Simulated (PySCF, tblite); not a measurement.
Isomers of C6H5N2 (doublet state), one GFN2-xTB conformer each. Single-point energies are computed at B3LYP/pcH-1 (PySCF, gas phase, no added dispersion term), electronic only. GFN2-xTB treats the open shell by occupation alone, and not every SCF solution was tested for stability.

| SMILES | GFN2-xTB relative energy (kJ/mol) |
| --- | --- |
| C#Cc1cnn([CH2])c1 | 0.0 |
| C#C/C=N\[CH]CC#N | 98.3 |
| [H]\[C]=C/C=N\C=C\C#N | 179.2 |

Conformers: `[CH:1]#[C:2][c:3]1[cH:4][n:5][n:6]([CH2:7])[cH:8]1` (doublet state) with N5–N6–C7–H 0° and 180°; `[CH:1]#[C:2]/[CH:3]=[N:4]\[CH:5][CH2:6][C:7]#[N:8]` (doublet state) with C3–N4–C5–C6 -169°, N4–C5–C6–C7 116°; `[H]\[C:1]=[CH:2]/[CH:3]=[N:4]\[CH:5]=[CH:6]\[C:7]#[N:8]` (doublet state) with C1–C2–C3–N4 174°, C3–N4–C5–C6 -65°.

Problem. What does B3LYP/pcH-1 give for the same structures?

Solution. 
```
               SMILES  B3LYP/pcH-1 E (Eh)  B3LYP/pcH-1 (kJ/mol)  GFN2-xTB (kJ/mol)  point group
     C#C/C=N\[CH]CC#N          -341.02730                   0.0               98.3           C1
    C#Cc1cnn([CH2])c1          -341.02394                   8.8                0.0           Cs
[H]\[C]=C/C=N\C=C\C#N          -341.00993                  45.6              179.2           C1
```

GFN2-xTB puts C#Cc1cnn([CH2])c1 lowest instead; measured from each level's own lowest isomer, the values differ by up to 133.6 kJ/mol ([H]\[C]=C/C=N\C=C\C#N: 179.2 against 45.6). Neighbours under 21 kJ/mol apart (C#C/C=N\[CH]CC#N and C#Cc1cnn([CH2])c1) can change places with a better method, another conformer or zero-point energy.

Problem. What happens when harmonic zero-point energies from GFN2-xTB frequencies are added?

Solution. 
```csv
SMILES,ZPE (kJ/mol),electronic (kJ/mol),with ZPE (kJ/mol)
C#C/C=N\[CH]CC#N,233.0,0.0,0.0
C#Cc1cnn([CH2])c1,240.1,8.8,15.9
[H]\[C]=C/C=N\C=C\C#N,233.0,45.6,45.6
```

The zero-point energies span 7.1 kJ/mol. The order is unchanged.
